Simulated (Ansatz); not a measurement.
System: BNH2Br, charge 0, doublet. BNH2Br (SMILES N[B]Br, doublet).
B3LYP-D3(BJ)/def2-TZVP minimum from Ansatz (an electronic-structure program):
```
N
H 1 1.0070
H 1 1.0117 2 114.05
B 1 1.3753 2 122.25 3 180.00
Br 4 1.9221 1 124.61 2 -180.00
```
Charge 0, spin multiplicity 2.

Atomisation energy term by term, kcal/mol (programs: Ansatz). Radicals and triplets start from unrestricted determinants; spin-orbit coupling is neglected. Correlated methods leave the cores frozen (noble-gas shells, and filled d and f shells in the p block). No relativity. CBS(X,Y): correlation extrapolated as X^-3, Hartree-Fock from the larger set. A bracket is a step between two methods taken in the basis named. Where a partner has so few electrons that a lower coupled-cluster level is exact, that level stands in. Spin-orbit terms, left out, reach several kcal/mol for Br and I, and more for heavier atoms.

| term | basis | kcal/mol |
|---|---|---|
| Hartree-Fock | cc-pVQZ | 277.42 |
| CCSD correlation | CBS(cc-pVTZ,cc-pVQZ) | 101.67 |
| (T) | CBS(cc-pVTZ,cc-pVQZ) | 8.25 |
| CCSDT(Q) - CCSD(T) | cc-pVDZ | 0.52 |
| sum: De |  | 387.9 |
